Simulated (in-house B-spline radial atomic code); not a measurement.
RPA and G0W0 on LC-wPBE: K

Configuration [Ar] 4s1, highest spin, mean-field start LC-wPBE. Computed with a B-spline radial code for spherical atoms: all electrons, non-relativistic, point nucleus, each spin shell either full or empty, empty states to l = 9 with an (l + 1/2)⁻⁴ tail; G0W0 by contour deformation at full frequency.

Command:
```bash
python run_gw.py task.json out
```
Settings (radii: box in bohr, nucleus in fm):
```
Z                        19
electrons                19
configuration            [Ar] 4s1
hamiltonian              nr
method                   lc_wpbe
lmax                     9
spin_polarised           True
box_radius               40
intervals                53
ion_configuration        [Ne] 3s2 3p6
```

Run time, properties included: 5.3 s on 1 thread of Arm Neoverse N1, on a shared host.

Energies (hartree):

```
                                     term       value
                         mean-field total  -599.77966
Hartree-Fock functional on these orbitals  -599.15355
                      direct second order     -1.2326
                    second-order exchange     0.42129
                         SOSEX correction     0.38506
```

(1) What is the RPA correlation energy, and what remains with SOSEX?

Quasi-particle levels (eV):

```csv
level,occupied,mean field,Σx - vxc,Σc,QP weight,G0W0
4s up,yes,-4.308,0.30,?,?,?
3p down,yes,-23.917,-1.73,0.38,0.860,-25.270
3p up,yes,-23.966,-1.75,0.39,0.859,-25.327
```

G0W0 = mean field + (Σx - vxc) + Σc, with Σc (partial-wave tail included) taken at the quasi-particle energy. Only the outer levels were computed. Levels of low weight are left out.

(2) Where does G0W0 put 4s up?

(3) What does it cost to remove one electron (to [Ne] 3s2 3p6) by differences of total energies, each species on its own start (correlation terms add to the Hartree-Fock functional)?

Answers

(1) RPA gives -1.0823 hartree (-1.55 eV per electron); RPA + SOSEX gives -0.69727, and the second-order doubles -0.81132 hartree (no singles). RPA lacks exchange-type terms and so overcorrelates at short range.

(2) At -4.579 eV, with Σc = -0.57 eV and a quasi-particle weight of 0.954. The tabulated removal energy is 4.341 eV (NIST, measured); the calculation leaves out relativity, Breit and QED terms, and what these don't explain is the method's own error.

(3) LC-wPBE 4.221 eV, Hartree-Fock functional 3.996 eV, + RPA 4.480 eV, + RPA + SOSEX 4.226 eV, + second order 4.354 eV. Tabulated: 4.341 eV (NIST, measured); the calculation leaves out relativity, Breit and QED terms, and what these don't explain is the method's own error.
